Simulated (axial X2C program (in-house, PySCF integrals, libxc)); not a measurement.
**Curves of OPrO from open-shell CI on f(δφ)1 f(π)0**

Calculated with an in-house all-electron X2C program for linear molecules (integrals from PySCF): two-component X2C with atomic mean-field Coulomb and Gaunt terms, basis O dyall-v2z, Pr dyall-v2z (cores contracted in-house). Orbitals come from Hartree–Fock averaged over the configuration Pr f(δφ)1 f(π)0; CI then distributes these electrons over the f(δφ), f(π) shells of Pr.

Scan along the symmetric stretch (R is each bond); masses O 15.995 u, Pr 140.908 u, O 15.995 u. Energies in cm⁻¹ from the lowest point; levels are followed by energy order within each Ω. Lowest level at 1.773 Å: 100% f(δφ)1.

```csv
R (Å),(1)Ω=5/2,(1)Ω=3/2,(1)Ω=7/2,(2)Ω=5/2
1.649,6130,6912,8681,8830
1.711,1528,2789,4042,4679
1.773,0,1692,2500,3577
1.844,1232,3339,3730,5235
1.915,5024,7456,7528,9373
1.995,11735,14430,14250,16377
2.092,22478,25369,25012,27364
```

Q: Fit the curves (1)Ω=5/2, (1)Ω=3/2, (1)Ω=7/2, (2)Ω=5/2 near their minima.

A: From the open-shell CI curves, Te from the lowest:

| level | Te (cm⁻¹) | Re (Å) | ωe (cm⁻¹) |
| --- | --- | --- | --- |
| (1)Ω=5/2 | 0 | 1.779 | 809.5 |
| (1)Ω=3/2 | 1695 | 1.768 | 813.0 |
| (1)Ω=7/2 | 2499 | 1.779 | 811.2 |
| (2)Ω=5/2 | 3580 | 1.768 | 815.4 |

Without dynamic correlation distances can be off by several hundredths of an Å (long for ionic bonds, short for multiple bonds) and the wavenumbers are rough.

Dynamic correlation is missing, so gaps between terms are too wide and other configurations may lie lower; the lowest level listed is that of this model, not necessarily the ground state. At most 6 roots were kept for each Ω > 0 (twice that for Ω = 0) within 3.5 eV of the lowest, so higher up levels can be missing between those listed; levels with Ω > 0 are doubly degenerate and listed once, Ω = 0 levels singly. States that fill the shells left empty in the average are placed too high. The molecule was held linear; bending was not examined.
